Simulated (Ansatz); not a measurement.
`Sc1cnc(-c2cnc(-c3cnc(-c4cnc(-c5cnc(-c6cnc(S)s6)s5)s4)s3)s2)s1`, relaxed as a singlet with RKS PBE-D4/def2-SVP in Ansatz, starting from the GFN2-xTB geometry. Force threshold 0.03 eV/Å.

Single mean-field runs in def2-SVP are fitted with def2-universal-jkfit.

Start:

```tsv
atom	x (Å)	y (Å)	z (Å)
S1	-0.974	9.571	6.497
C2	0.039	8.535	5.519
C3	1.367	8.729	5.239
N4	1.928	7.797	4.461
C5	1.102	6.864	4.110
C6	1.452	5.760	3.289
C7	2.698	5.507	2.746
N8	2.794	4.407	2.004
C9	1.670	3.757	1.925
C10	1.522	2.554	1.188
C11	2.518	1.917	0.471
N12	2.159	0.794	-0.147
C13	0.910	0.495	0.043
C14	0.262	-0.645	-0.496
C15	-1.051	-1.044	-0.348
N16	-1.389	-2.169	-0.975
C17	-0.393	-2.693	-1.626
C18	-0.473	-3.892	-2.380
C19	0.518	-4.529	-3.098
N20	0.155	-5.654	-3.714
C21	-1.096	-5.947	-3.518
C22	-1.742	-7.088	-4.060
C23	-3.050	-7.492	-3.923
N24	-3.382	-8.626	-4.557
C25	-2.371	-9.129	-5.190
S26	-2.464	-10.595	-6.108
S27	-0.879	-8.224	-5.061
S28	-1.954	-4.789	-2.505
S29	1.110	-1.781	-1.498
S30	0.045	1.654	1.055
S31	0.349	4.510	2.815
S32	-0.529	7.087	4.755
H33	-2.081	8.842	6.363
H34	1.959	9.553	5.592
H35	3.557	6.136	2.890
H36	3.526	2.279	0.396
H37	-1.790	-0.513	0.226
H38	1.532	-4.180	-3.186
H39	-3.799	-6.969	-3.356
H40	-3.754	-10.788	-5.839
```

```tsv
step	energy (eV)	largest force component (eV/Å)	SCF passes
1	-114303.8573	1.255	24
2	-114304.2505	0.482	22
3	-114304.3019	0.095	22
4	-114304.3037	0.062	23
5	-114304.3049	0.030	23
```

Force components are those of the run's own axes.

End:

```xyz
40

S    -1.058    9.621    6.556
C    -0.013    8.599    5.576
C     1.336    8.824    5.309
N     1.953    7.902    4.523
C     1.131    6.940    4.151
C     1.510    5.828    3.315
C     2.776    5.584    2.770
N     2.900    4.470    2.011
C     1.758    3.805    1.928
C     1.595    2.582    1.185
C     2.583    1.916    0.451
N     2.202    0.776   -0.171
C     0.924    0.505    0.045
C     0.239   -0.641   -0.488
C    -1.088   -1.057   -0.348
N    -1.431   -2.202   -0.986
C    -0.395   -2.715   -1.638
C    -0.458   -3.930   -2.407
C     0.529   -4.593   -3.141
N     0.151   -5.735   -3.765
C    -1.130   -6.000   -3.543
C    -1.809   -7.150   -4.080
C    -3.128   -7.575   -3.952
N    -3.462   -8.729   -4.597
C    -2.419   -9.220   -5.234
S    -2.438  -10.698   -6.186
S    -0.932   -8.287   -5.088
S    -1.958   -4.819   -2.522
S     1.099   -1.782   -1.493
S     0.097    1.694    1.069
S     0.422    4.556    2.822
S    -0.521    7.134    4.782
H    -2.183    8.866    6.414
H     1.899    9.686    5.695
H     3.630    6.253    2.943
H     3.614    2.290    0.378
H    -1.841   -0.510    0.240
H     1.567   -4.237   -3.229
H    -3.892   -7.037   -3.370
H    -3.758  -10.915   -5.922
```

By distances, no bond broke or formed. The bond that changes most is S26–H40, from 1.33 to 1.36 Å (atoms count from 1).

No frequencies were taken in this run, so the end may be a saddle point.

It took 23 s on 2 threads of AMD EPYC 7R13 on a shared host and a share (18 GiB) of an NVIDIA H100 80GB HBM3, peak host memory 1.1 GiB.
